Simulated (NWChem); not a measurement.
Molecule: CH$_{4}$BClO; SMILES CB(O)Cl

```xyz
8

B      0.0860    -0.4361    -0.0012
Cl    -0.0851     1.3460    -0.0001
C     -1.1810    -1.3480    -0.0003
H     -1.7908    -1.1523     0.8968
H     -0.9194    -2.4151    -0.0254
H     -1.8247    -1.1161    -0.8638
O      1.3274    -0.9557     0.0000
H      2.0192    -0.2840     0.0017
```
Atoms are numbered in this order, from 1.

Geometry: optimised at PBE0/def2-SVP.

Question: List the 6 lowest vertical singlet excitations from PBE/6-31G* (spherical d), TDA (NWChem).

Answer: 
```csv
state,energy (eV),oscillator strength,leading excitation (squared amplitude)
S1,6.79,0.001,HOMO → LUMO (1.00)
S2,7.73,0.003,HOMO−2 → LUMO (0.98)
S3,7.77,0.074,HOMO−1 → LUMO (0.84)
S4,8.66,0.036,HOMO → LUMO+1 (0.87)
S5,8.86,0.000,HOMO−1 → LUMO+1 (0.99)
S6,8.99,0.019,HOMO−4 → LUMO (0.93)
```
